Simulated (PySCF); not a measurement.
C3H7Si, SMILES C1[SiH]CC1 (connectivity only; charge and spin as stated), charge +1, multiplicity 1. Heavy atoms are numbered as in [CH2:1]1[CH2:2][SiH:3][CH2:4]1. Hydrogens are named by the atom that carries them.

Geometry: r2SCAN-D4/def2-SVP. A frequency run showed that this geometry is not a minimum. The multiplicity is an assumed one; no other spin state was optimised. The isomer is the one that the SMILES or the coordinates give; other isomers of the formula were not compared.

Computed with PySCF with HF/pcSseg-1.

GIAO shieldings, no solvent; atoms alike by connectivity are averaged. δ = σ(ref) − σ: ¹³C against TMS (σ = 192.6 ppm); ²⁹Si against TMS (σ = 393.8 ppm); ¹H against TMS (σ = 31.99 ppm), references at their B3LYP-D3(BJ)/def2-TZVP geometries, non-relativistic.

Computed chemical shifts:
| nucleus | atoms | count | δ (ppm) |
|---|---|---|---|
| ¹³C | C2 (CH2) | 2 | 40.5 |
| ¹³C | C1 (CH2) | 1 | 23.4 |
| ²⁹Si | Si3 (SiH) | 1 | 386.6 |
| ¹H | H on Si3 | 1 | 8.71 |
| ¹H | H on C1 | 2 | 3.83 |
| ¹H | H on C2 | 4 | 3.51 |
